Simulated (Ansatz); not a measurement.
`[Cl][Ga]([Cl])[I]` + CH₃NH₂ → `C[NH][Ga]([Cl])[Cl]` + HI at 400 K and 1 bar (ligand exchange at a Ga–I bond).

Program: Ansatz. Geometries: PBE0-D4/def2-TZVP. ΔE: electronic, gas phase. CCSD(T)/CBS adds triple-zeta CCSD(T) − MP2 to the extrapolated MP2 energy (def2 sets, frozen cores). Elements past krypton have def2 core potentials. For Ga, I outer-core shells are correlated without core-valence functions, which leaves a few kJ/mol of doubt a bond. Scalar relativity is left out up to krypton. Each species was taken in one conformer, which may not be the lowest.

```json
{"species": "`[Cl][Ga]([Cl])[I]`", "CCSD(T)/CBS energy (Eh)": "-3141.09973", "H − E (kJ/mol)": "34.9", "S (J/(mol·K))": "377.7"}
{"species": "CH₃NH₂", "CCSD(T)/CBS energy (Eh)": "-95.75281", "H − E (kJ/mol)": "185.4", "S (J/(mol·K))": "256.0"}
{"species": "`C[NH][Ga]([Cl])[Cl]`", "CCSD(T)/CBS energy (Eh)": "-2938.78787", "H − E (kJ/mol)": "183.8", "S (J/(mol·K))": "411.0"}
{"species": "HI", "CCSD(T)/CBS energy (Eh)": "-298.03592", "H − E (kJ/mol)": "25.7", "S (J/(mol·K))": "215.0"}
```

H − E and S are ideal-gas, rigid-rotor, harmonic terms from PBE0-D4/def2-TZVP, for one conformer and one mirror image of each species. 1 Eh = 2625.50 kJ/mol, R = 8.31446 J/(mol·K).

Problem. By hand: ΔE, ΔH, ΔS and ΔG.

Solution. ΔE = (-2938.78787) + (-298.03592) − (-3141.09973) − (-95.75281) = 0.02875 Eh = 75.5 kJ/mol. Δ(H − E) = 183.8 + 25.7 − 34.9 − 185.4 = -10.8, so ΔH = 64.7 kJ/mol. ΔS = 411.0 + 215.0 − 377.7 − 256.0 = -7.7 J/(mol·K). ΔG = 64.7 − 400 × (-7.7)/1000 = 67.8 kJ/mol.

Problem. By hand: the equilibrium constant, and the temperature at which ΔG would vanish if ΔH and ΔS stayed fixed.

Solution. log₁₀ K = −ΔG/(RT ln 10) = -8.9. ΔH and −TΔS have one sign here, so there is no such temperature.

The number of gas molecules stays the same, so ΔS is small and ΔH decides. A doubt of 5 kJ/mol in ΔE shifts log₁₀ K by 0.7 here. Other conformers and mirror images would add mixing entropy, several J/(mol·K) or more a flexible species. These are equilibria of isolated gas molecules and say nothing of rates. Largest T1 diagnostic: 0.012 (customary marks: 0.02 for closed shells, 0.045 for open ones).

ΔS is within the doubt of such terms, so its sign, and with it that verdict, could turn.
